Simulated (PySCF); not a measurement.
## Potential energy of ScBr along the bond

Set-up: basis Sc def2-TZVPP, Br def2-TZVPP; no relativity; PySCF 2.14. Energies in eV from Sc (3d1 4s2) + Br in their ground configurations at the same level. State: ³Δ (triplet), unpaired electrons σ ↑, δ ↑.

All columns are PBE0. A positive dipole means Sc(−)Br(+).

| R (Å) | E (eV) | μ (D) | Mulliken charge on Sc (basis-dependent) | HOMO (eV) | LUMO (eV) | Mayer bond order | ⟨S²⟩ |
| --- | --- | --- | --- | --- | --- | --- | --- |
| 2.130 | -3.397 | -2.77 | 0.21 | -4.23 | -1.72 | 1.44 | 2.00 |
| 2.229 | -3.902 | -3.05 | 0.24 | -4.49 | -1.82 | 1.36 | 2.00 |
| 2.328 | -4.174 | -3.40 | 0.27 | -4.68 | -1.91 | 1.29 | 2.00 |
| 2.403 | -4.268 | -3.70 | 0.29 | -4.76 | -1.99 | 1.25 | 2.00 |
| 2.477 | -4.291 | -4.02 | 0.31 | -4.85 | -2.07 | 1.21 | 2.00 |
| 2.551 | -4.262 | -4.37 | 0.33 | -4.93 | -2.15 | 1.16 | 2.00 |
| 2.650 | -4.163 | -4.86 | 0.36 | -5.05 | -2.26 | 1.11 | 2.00 |
| 2.774 | -3.976 | -5.51 | 0.40 | -5.19 | -2.40 | 1.05 | 2.00 |
| 2.923 | -3.699 | -6.32 | 0.44 | -5.35 | -2.58 | 0.97 | 2.00 |
| 3.121 | -3.294 | -7.44 | 0.50 | -5.55 | -2.81 | 0.88 | 2.00 |

A fit through these points gives, at Re = 2.470 Å, μ = -3.99 D and dμ/dR = -4.49 D/Å; the reduced mass is 28.64 u.

Question: How strong is the fundamental in the double-harmonic approximation, I = 42.26·(dμ/dR)²/μred km/mol?

Answer: I = 42.26·(-4.49)²/28.64 = 29.7 km/mol at PBE0.

The metal atom is held in its measured ground configuration; semilocal functionals can put another filling of s and d lower by some tenths of an eV, and De to that atom would be smaller. Spin–orbit coupling is left out. With d or f electrons several states lie close, and the lowest PBE0 determinant need not be the measured ground state.
